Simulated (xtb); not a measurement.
C4H6, triplet, geometry from GFN2-xTB (a higher spin typed on purpose: for a closed-shell molecule this is an excited state); GFN2-xTB (xtb 6.7.1).

xtb was given this input:
```
$ xtb mol.xyz --gfn 2 --uhf 2 --hess --json

# file mol.xyz
10

C      1.75459894     0.26377965    -0.67660968
C      0.65006782    -0.06047826     0.17782132
C     -0.68699479     0.05653341    -0.16793300
C     -1.72770442    -0.25764166     0.66056493
H      2.19484393     1.24621075    -0.67237424
H      2.20858178    -0.47942751    -1.30949762
H      0.87209543    -0.42840088     1.17912116
H     -0.91126285     0.42192830    -1.16243482
H     -2.74878768    -0.14912379     0.34462915
H     -1.55527588    -0.62434574     1.65749488
```

**Question.** Predict the main parts of the log of this xtb run.

**Answer.** 
```
   ID    Z sym.   atoms
    1    6 C      1-4
    2    1 H      5-10

           -------------------------------------------------
          |                Calculation Setup                |
           -------------------------------------------------

           -------------------------------------------------
          |                 G F N 2 - x T B                 |
           -------------------------------------------------

          ...................................................
          :                      SETUP                      :
          :.................................................:
          :  # basis functions                  22          :
          :  # atomic orbitals                  22          :
          :  # shells                           14          :
          :  # electrons                        22          :
          :  max. iterations                   250          :
          :  Hamiltonian                  GFN2-xTB          :
          :  restarted?                      false          :
          :  GBSA solvation                  false          :
          :  PC potential                    false          :
          :  electronic temp.          300.0000000     K    :
          :  accuracy                    1.0000000          :
          :  -> integral cutoff          0.2500000E+02      :
          :  -> integral neglect         0.1000000E-07      :
          :  -> SCF convergence          0.1000000E-05 Eh   :
          :  -> wf. convergence          0.1000000E-03 e    :
          :  Broyden damping             0.4000000          :
          :  net charge                          0          :
          :  unpaired electrons                  2          :
          ...................................................

 iter      E             dE          RMSdq      gap      omega  full diag
   1    -11.6316289 -0.116316E+02  0.445E+00    4.14       0.0  T
   2    -11.6464490 -0.148202E-01  0.264E+00    4.03       1.0  T
   3    -11.6419680  0.448102E-02  0.943E-01    4.01       1.0  T
   4    -11.6454864 -0.351844E-02  0.539E-01    4.04       1.0  T
   5    -11.6479828 -0.249639E-02  0.840E-02    4.02       1.0  T
   6    -11.6480208 -0.379493E-04  0.418E-02    4.04       1.0  T
   7    -11.6480220 -0.126812E-05  0.569E-03    4.04       5.6  T
   8    -11.6480221 -0.796925E-07  0.143E-03    4.04      22.1  T
   9    -11.6480221 -0.109704E-08  0.476E-04    4.04      66.5  T
  10    -11.6480221 -0.426407E-09  0.994E-05    4.04     318.2  T

   *** convergence criteria satisfied after 10 iterations ***

 transition dipole moment (au) for excitation:          11          12
     X       Y       Z
   0.0001  -0.0055  -0.0020  total (au/Debye):    0.006   0.015
 dE (eV)             :    0.010
 oscillator strength :  0.11783E-07

         :::::::::::::::::::::::::::::::::::::::::::::::::::::
         ::                     SUMMARY                     ::
         :::::::::::::::::::::::::::::::::::::::::::::::::::::
         :: total energy             -11.440007040278 Eh    ::
         :: gradient norm              0.000007928079 Eh/a0 ::
         :: HOMO-LUMO gap              4.039978095181 eV    ::
         ::.................................................::
         :: SCC energy               -11.648022022645 Eh    ::
         :: -> isotropic ES            0.002319337420 Eh    ::
         :: -> anisotropic ES          0.002613157193 Eh    ::
         :: -> anisotropic XC          0.012064950451 Eh    ::
         :: -> dispersion             -0.004340053853 Eh    ::
         :: repulsion energy           0.208014982367 Eh    ::
         :: add. restraining           0.000000000000 Eh    ::
         :: total charge              -0.000000000000 e     ::
         :::::::::::::::::::::::::::::::::::::::::::::::::::::

           -------------------------------------------------
          |                Numerical Hessian                |
[...]
  25: 23.48  26: 35.27  27: 18.12  28: 17.78  29: 21.17  30: 37.63
 Raman intensities (Ä⁴*amu⁻¹)
   1:  0.00   2:  0.00   3:  0.00   4:  0.00   5:  0.00   6:  0.00   7:  0.00   8:  0.00
   9:  0.00  10:  0.00  11:  0.00  12:  0.00  13:  0.00  14:  0.00  15:  0.00  16:  0.00
  17:  0.00  18:  0.00  19:  0.00  20:  0.00  21:  0.00  22:  0.00  23:  0.00  24:  0.00
  25:  0.00  26:  0.00  27:  0.00  28:  0.00  29:  0.00  30:  0.00
 output can be read by thermo (or use thermo option).
 writing <g98.out> molden fake output.
 recommended (thermochemical) frequency scaling factor: 1.0
           -------------------------------------------------
          |             Thermodynamic Functions             |
           -------------------------------------------------

cs  symmetry found (for desy threshold:  0.10E+00) used in thermo

          ...................................................
          :                      SETUP                      :
          :.................................................:
          :  # frequencies                          24      :
          :  # imaginary freq.                       0      :
          :  linear?                             false      :
          :  only rotor calc.                    false      :
          :  symmetry                               cs      :
          :  rotational number                       1      :
          :  scaling factor                  1.0000000      :
          :  rotor cutoff                   50.0000000 cm⁻¹ :
          :  imag. cutoff                  -20.0000000 cm⁻¹ :
          :.................................................:

    mode    ω/cm⁻¹     T·S(HO)/kcal·mol⁻¹    T·S(FR)/kcal·mol⁻¹   T·S(vib)
   ------------------------------------------------------------------------
       1    197.83    -0.64196 ( 99.59%)    -0.64880 (  0.41%)    -0.64199
       2    261.82    -0.49182 ( 99.87%)    -0.56586 (  0.13%)    -0.49192
       3    263.44    -0.48862 ( 99.87%)    -0.56403 (  0.13%)    -0.48872
   ------------------------------------------------------------------------

   temp. (K)  partition function   enthalpy   heat capacity  entropy
                                   cal/mol     cal/K/mol   cal/K/mol   J/K/mol
 298.15  VIB   4.85                 1667.471     13.178      8.733
         ROT  0.322E+05              888.752      2.981     23.609
         INT  0.156E+06             2556.223     16.159     32.342
         TR   0.385E+27             1481.254      4.968     37.869
         TOT                        4037.4770    21.1270    70.2111   293.7631

       T/K    H(0)-H(T)+PV         H(T)/Eh          T*S/Eh         G(T)/Eh
   ------------------------------------------------------------------------
    298.15    0.643413E-02    0.839454E-01    0.333595E-01    0.505858E-01
   ------------------------------------------------------------------------

         :::::::::::::::::::::::::::::::::::::::::::::::::::::
         ::                  THERMODYNAMIC                  ::
         :::::::::::::::::::::::::::::::::::::::::::::::::::::
         :: total free energy         -11.389421227558 Eh   ::
         ::.................................................::
         :: total energy              -11.440007040284 Eh   ::
         :: zero point energy           0.077511224632 Eh   ::
         :: G(RRHO) w/o ZPVE           -0.026925411906 Eh   ::
         :: G(RRHO) contrib.            0.050585812726 Eh   ::
         :::::::::::::::::::::::::::::::::::::::::::::::::::::

           -------------------------------------------------
          | TOTAL ENERGY              -11.440007040284 Eh   |
          | TOTAL ENTHALPY            -11.356061686566 Eh   |
          | TOTAL FREE ENERGY         -11.389421227558 Eh   |
          | GRADIENT NORM               0.000007879061 Eh/α |
          | HOMO-LUMO GAP               4.039968260956 eV   |
           -------------------------------------------------

normal termination of xtb
```
